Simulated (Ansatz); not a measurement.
Total energies of (H2Ga-mu-Cl)2 (Ga2H4Cl2) from Ansatz at PBE-D4/def2-TZVPD, gas phase (1 Eh = 27.2114 eV = 2625.5 kJ/mol). The reference geometry is relaxed at PBE-D4/def2-SVP.

```xyz
8

Ga   -0.775    1.306    0.750
H    -0.452    1.411    2.277
H    -1.655    2.140   -0.238
Cl    1.330    0.990   -0.349
Ga    0.775   -1.306   -0.750
H     1.656   -2.140    0.237
H     0.451   -1.410   -2.277
Cl   -1.330   -0.990    0.350
```

```tsv
state	geometry	energy (Eh)
charge 0 singlet	reference	-4771.69213
charge -1 doublet	reference	-4771.69298
free Ga atom (doublet)	–	-1924.51534
free H atom (doublet)	–	-0.49962
free Cl atom (doublet)	–	-459.95933
```

Q: Work out the vertical electron affinity, to the doublet.

A: E(charge 0 singlet) − E(charge -1 doublet) = -4771.69213 − (-4771.69298) = 0.00085 Eh = 0.02 eV; so near zero that its sign isn't settled.

Q: What is the binding energy per atom against free atoms?

A: Atoms: 2 × (-1924.51534) + 4 × (-0.49962) + 2 × (-459.95933) = -4770.94782 Eh. Binding: -4770.94782 − (-4771.69213) = 0.74431 Eh = 20.25 eV, or 2.53 eV for each of 8 atoms (no zero-point energy, no counterpoise term).

At PBE-D4/def2-TZVPD the highest occupied level of the charge -1 doublet lies above zero (up to 1.79 eV). Energy differences put its binding near zero (0.02 eV; vertical, to the charge 0 singlet, at PBE-D4/def2-TZVPD), which leaves it undecided.
